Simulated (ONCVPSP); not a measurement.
beryllium (Be), ONCV: configuration errors across variants

beryllium, optimised norm-conserving Vanderbilt (ONCV), made with ONCVPSP 4.0.1 (PBE, scalar-relativistic). Core none, reference 1s2 2s1 2p1. Waves: 1s+2s: rc 0.85 bohr, ncon 5, nbas 10, qcut 11 1/bohr, 2 projectors; 2p: rc 4.00 bohr, ncon 3, nbas 8, qcut 4 1/bohr, 2 projectors, debl 2.1 Ha; d scattering state at 0.18 Ha: rc 3.60 bohr, ncon 4, nbas 9, qcut 2.7 1/bohr, 2 projectors, debl 3.6 Ha. Local part: polynomial inside 0.85 bohr (lpopt 3, dvloc0 -1 Ha). Core correction: none.

All-electron excitation energies from the reference (eV): (1) 1s2 2s2 2p0 -3.612; (2) 1s2 2s1 2p0 5.938; (3) 1s2 2s0 2p0 23.886; (4) 1s2 2s0 2p2 3.639.

1 further variants failed, have other tests or too few solved ones, and are left out.

Errors AE − PS in meV (a dash: test not solved or not reliable):

| change | (1) | (2) | (3) | (4) | bound ghosts | GHOST(+) flags above zero |
| --- | --- | --- | --- | --- | --- | --- |
| base | -23 | +56 | +185 | -25 | none | none |
| p: qcut 4.2 | -21 | +51 | +170 | -23 | none | none |
| local potential polynomial inside 0.85 bohr (lpopt 3, dvloc0 2 Ha) | -23 | +56 | +185 | -24 | none | p |
| d: rc 3.4 | -23 | +56 | +185 | -25 | none | none |
| local potential polynomial inside 0.65 bohr (lpopt 5, dvloc0 2 Ha) | -23 | +56 | +185 | -25 | none | none |
| d: qcut 1.8 | -23 | +56 | +185 | -25 | none | none |

Task: Give the same row for: all radii scaled by about 0.89 (s 0.76, p 3.58, d 3.22 bohr); local potential polynomial inside 0.76 bohr (lpopt 3, dvloc0 -1 Ha).

Result: -19, +44, +151, -21; bound ghosts: none; GHOST(+) flags above zero: p.
